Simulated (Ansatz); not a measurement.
Reaction (formal hydrolysis of the Sb–O bond): `[SiH3][O][SbH2]` + H₂O → `[OH][SbH2]` + silanol

Program: Ansatz. Geometries: PBE0-D4/def2-TZVP. ΔE: electronic, gas phase. CCSD(T)/CBS is the MP2 limit (def2-TZVPP, def2-QZVPP) plus CCSD(T) − MP2 in def2-TZVPP, frozen cores. This one scheme is used for every species. DFT in def2-TZVPP. Elements past krypton have def2 core potentials. For Sb outer-core shells are correlated without core-valence functions, which leaves a few kJ/mol of doubt a bond.

Problem. Is it downhill or uphill in electronic energy at CCSD(T)/CBS, and by how much? (Best estimate.)

Solution. Ansatz gave: Uphill: ΔE = +0.18 eV.

Problem. What do these levels give: revPBE-D4, BLYP-D4, ωB97X-V, r2SCAN0, SCS-MP2/def2-QZVPP, CCSD/CBS(def2)? (An estimate is asked.)

Solution. Ansatz gave: revPBE-D4 0.12, BLYP-D4 0.13, ωB97X-V 0.13, r2SCAN0 0.12, SCS-MP2/def2-QZVPP 0.18, CCSD/CBS(def2) 0.18 eV.

Largest T1 diagnostic among the species: 0.014.

From PBE to PBE0 (25 % exact exchange), in def2-TZVPP and without D4, ΔE moves by +0.04 eV. Leaving LDA and LC-ωPBE aside and taking each functional with its dispersion term where it has one, the values, not all of them listed here, spread over 0.10 eV, from PBE-D4 to BHLYP-D4. The D4 term adds +0.07 eV with B3LYP and +0.04 eV with PBE0; it sums over pairs of atoms, weighted by their polarisabilities, and B3LYP, whose exchange is more repulsive, gets the larger term.

B3LYP here is the variant with VWN-RPA as its local correlation; programs differ in this.
